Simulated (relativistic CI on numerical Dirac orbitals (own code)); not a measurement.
# Energy levels of Si⁴⁺

These numbers are calculated, not measured: Dirac-Coulomb-Breit CI, separate exchange-only KLI orbitals for each configuration, model QED (radiative potential, 1s self-energy scaled to tabulated hydrogen-like ionisation energies), valence Slater integrals scaled by 0.85, P86 correlation energy added to each configuration (own radial code, finite nucleus).

Configurations in the expansion (outside the closed core 1s2): 2s2 2p6, 2s2 2p5 3s, 2s2 2p5 3p, 2s2 2p5 3d, 2s2 2p5 4s, 2s2 2p5 4p, 2s2 2p5 4d, 2s2 2p5 4f, 2s 2p6 3s, 2s2 2p5 5s, 2s2 2p5 5p, 2s2 2p5 5d, 2s2 2p5 5f, 2s2 2p5 5g, 2s2 2p4 3s2, 2s 2p6 3p, 2s2 2p4 3s 3p, 2s 2p6 3d, 2s2 2p4 3p2, 2s2 2p4 3s 3d, 2s2 2p4 3p 3d, 2s 2p6 4s, 2s 2p6 4p, 2s 2p6 4d, 2s 2p6 4f. Levels of other configurations are missing.

```tsv
No.	Configuration	Term	J	E (cm⁻¹)	%	Next component (%)	Landé g	Lifetime (s)
1	2s2 2p6	1S	0	0	100			
2	2s2 2p5 3s	3P°	2	837132	100		1.501	9.01e-03
3	2s2 2p5 3s	3P°	1	839614	88	12 1P°	1.442	2.09e-10
4	2s2 2p5 3s	3P°	0	842148	100			1.29e+00
5	2s2 2p5 3s	1P°	1	846956	88	12 3P°	1.058	2.75e-11
6	2s2 2p5 3p	3S	1	907794	98	1 3P	1.991	1.60e-09
7	2s2 2p5 3p	3D	3	917571	100		1.334	1.00e-09
8	2s2 2p5 3p	3D	2	918483	83	14 1D	1.155	1.03e-09
9	2s2 2p5 3p	3D	1	920370	81	11 1P	0.630	1.01e-09
10	2s2 2p5 3p	3P	2	923051	50	48 1D	1.254	9.17e-10
11	2s2 2p5 3p	1P	1	924925	57	25 3P	1.031	9.83e-10
12	2s2 2p5 3p	3P	2	926229	46	38 1D	1.257	9.23e-10
13	2s2 2p5 3p	3P	0	926439	100			8.09e-10
14	2s2 2p5 3p	3P	1	927154	66	32 1P	1.348	8.78e-10
15	2s2 2p5 3p	1S	0	962784	96	3 2s2 2p5 4p 1S		2.89e-10
16	2s2 2p5 3d	3P°	0	1017127	100			3.56e-10
17	2s2 2p5 3d	3P°	1	1017716	98	2 3D°	1.484	2.82e-10
18	2s2 2p5 3d	3P°	2	1018969	93	4 3D°	1.474	3.58e-10
19	2s2 2p5 3d	3F°	4	1020607	100		1.250	3.53e-10
20	2s2 2p5 3d	3F°	3	1021580	77	21 1F°	1.071	3.51e-10
21	2s2 2p5 3d	3F°	2	1023335	75	15 1D°	0.766	3.46e-10
22	2s2 2p5 3d	1F°	3	1024548	55	36 3D°	1.128	3.53e-10
23	2s2 2p5 3d	3D°	1	1028009	92	7 1P°	0.546	4.05e-11
24	2s2 2p5 3d	1D°	2	1028153	48	26 3D°	0.960	3.39e-10
25	2s2 2p5 3d	3D°	3	1028616	62	24 1F°	1.218	3.43e-10
26	2s2 2p5 3d	3D°	2	1029044	60	33 1D°	1.133	3.38e-10
27	2s2 2p5 3d	1P°	1	1036440	92	7 3D°	0.970	3.46e-12
28	2s2 2p5 4s	3P°	2	1097161	100		1.501	1.59e-10
29	2s2 2p5 4s	3P°	1	1098529	59	41 1P°	1.293	8.54e-11
30	2s2 2p5 4s	3P°	0	1102199	100			1.59e-10
31	2s2 2p5 4s	1P°	1	1103343	59	41 3P°	1.207	6.98e-11
32	2s2 2p5 4p	3S	1	1122909	92	5 3P	1.955	2.96e-10
33	2s2 2p5 4p	3D	3	1125947	100		1.334	4.00e-10
34	2s2 2p5 4p	3D	2	1126505	67	26 1D	1.149	3.93e-10
35	2s2 2p5 4p	1P	1	1127457	43	35 3D	0.934	3.87e-10
36	2s2 2p5 4p	3P	2	1128001	67	32 1D	1.338	4.17e-10
37	2s2 2p5 4p	3P	0	1131038	98	2 1S		4.33e-10
38	2s2 2p5 4p	3D	1	1131316	64	28 1P	0.715	3.86e-10
39	2s2 2p5 4p	3P	1	1132110	65	27 1P	1.397	3.97e-10
40	2s2 2p5 4p	1D	2	1132123	42	33 3D	1.180	4.01e-10
41	2s2 2p5 4p	1S	0	1147822	91	5 2s2 2p5 5p 1S		4.97e-10
42	2s2 2p5 4d	3P°	0	1161037	100			5.93e-10
43	2s2 2p5 4d	3P°	1	1161469	94	5 3D°	1.450	4.04e-10
44	2s2 2p5 4d	3P°	2	1162288	80	12 3D°	1.420	6.11e-10
45	2s2 2p5 4d	3F°	4	1162451	100		1.250	6.58e-10
46	2s2 2p5 4d	3F°	3	1163079	69	26 1F°	1.073	6.61e-10
47	2s2 2p5 4d	3F°	2	1164027	44	34 1D°	0.890	6.87e-10
48	2s2 2p5 4d	3D°	3	1164452	60	37 1F°	1.203	6.85e-10
49	2s2 2p5 4d	3D°	1	1166774	83	13 1P°	0.600	3.46e-11
50	2s2 2p5 4d	3F°	2	1168250	56	26 1D°	0.842	6.83e-10
51	2s2 2p5 4d	3D°	2	1168561	48	32 1D°	1.182	6.81e-10
52	2s2 2p5 4d	1F°	3	1168698	37	35 3D°	1.141	6.72e-10
53	2s2 2p5 4f	3D	1	1172112	100		0.499	1.00e-10
54	2s2 2p5 4f	3D	2	1172179	69	31 1D	1.113	1.01e-10
55	2s2 2p5 4f	3G	5	1172527	100		1.200	1.00e-10
56	2s2 2p5 4f	1G	4	1172542	54	46 3G	1.023	9.99e-11
57	2s2 2p5 4f	3D	3	1172689	56	25 3F	1.208	1.01e-10
58	2s2 2p5 4f	3F	2	1172754	45	41 1D	0.874	1.01e-10
59	2s2 2p5 4f	1F	3	1173057	40	31 3G	0.946	1.01e-10
60	2s2 2p5 4f	3F	4	1173064	69	16 3G	1.181	1.01e-10
61	2s2 2p5 4d	1P°	1	1173369	84	12 3D°	0.950	5.65e-12
62	2s2 2p5 4f	3D	3	1177746	44	32 3F	1.174	1.01e-10
63	2s2 2p5 4f	3G	3	1177786	69	17 1F	0.838	1.00e-10
64	2s2 2p5 4f	3F	2	1177791	55	28 1D	0.846	1.01e-10
65	2s2 2p5 4f	3G	4	1177801	38	31 1G	1.096	1.00e-10
66	2s2 2p5 5s	3P°	2	1197268	100		1.501	2.29e-10
67	2s2 2p5 5s	1P°	1	1197983	55	45 3P°	1.222	1.41e-10
68	2s2 2p5 5s	3P°	0	1202312	100			2.29e-10
69	2s2 2p5 5s	3P°	1	1202759	55	44 1P°	1.277	1.44e-10
70	2s2 2p5 5p	3S	1	1209394	84	11 3P	1.906	3.38e-10
```

Energies count from the lowest computed level; ° marks odd parity; lifetimes are radiative, by E1, M1, E2, M2, E3 decay to levels of this space only.

The mean weight of the leading LS term, summed over parents, in these 70 levels is 75 %, and that of the leading jj configuration (from the same eigenvectors) 82 %.

At this charge configurations can still be misplaced by up to about 7 % of their energy. 28 of the 41 excited levels that our extract of the measured tables holds in this range could be paired (the sources list more); they are missed by 1127 cm⁻¹ on average and 2194 at most, and levels without a partner can miss by more.

LS names give the leading component of a level, which can be under half, so a name can repeat, a term be missing and a line seem to break the LS rules.
